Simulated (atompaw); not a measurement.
Reading a pseudo-wave (Se (Z = 34))

Columns: radius, all-electron u(r) and pseudo u(r) of the 3s shell (level -213.09 eV) of selenium in the configuration [Ne] 3s2 3p6 3d10 4s2 4p4; PBEsol, scalar-relativistic, PAW (atompaw) scheme, atompaw 4.2.0.5.

| r (bohr) | all-electron | pseudo |
| --- | --- | --- |
| 0.046 | 0.1965 | 0.2078 |
| 0.092 | -0.5596 | 0.4133 |
| 0.138 | -0.8005 | 0.6135 |
| 0.185 | -0.5553 | 0.8091 |
| 0.231 | -0.0902 | 0.9873 |
| 0.277 | 0.4061 | 1.1472 |
| 0.323 | 0.8316 | 1.2833 |
| 0.369 | 1.1472 | 1.3899 |
| 0.415 | 1.3497 | 1.4619 |
| 0.462 | 1.4551 | 1.4965 |
| 0.508 | 1.4799 | 1.4914 |
| 0.554 | 1.4480 | 1.4499 |
| 0.600 | 1.3775 | 1.3776 |
| 0.646 | 1.2831 | 1.2831 |
| 0.692 | 1.1756 | 1.1756 |
| 0.738 | 1.0632 | 1.0632 |
| 0.785 | 0.9491 | 0.9491 |
| 0.831 | 0.8419 | 0.8419 |
| 0.877 | 0.7415 | 0.7415 |
| 0.923 | 0.6492 | 0.6492 |
| 0.969 | 0.5654 | 0.5654 |
| 1.015 | 0.4903 | 0.4903 |
| 1.062 | 0.4222 | 0.4222 |
| 1.108 | 0.3636 | 0.3636 |
| 1.154 | 0.3122 | 0.3122 |
| 1.200 | 0.2675 | 0.2675 |

Q: How many radial nodes do the two functions have?

A: The all-electron 3s function has n − l − 1 = 2; the pseudo-wave has 0, since the states of the same l below it are removed with the core.

Q: At about which radius was the pseudo-wave matched?

A: 0.65 bohr. The columns agree to 0.0005 from 0.60 bohr on; several derivatives are matched, so the curves merge somewhat inside the radius.

Q: Is the pseudo-wave norm-conserving?

A: No, it belongs to a PAW set: the norm inside the radius is not constrained, and the difference is carried by the augmentation charge.
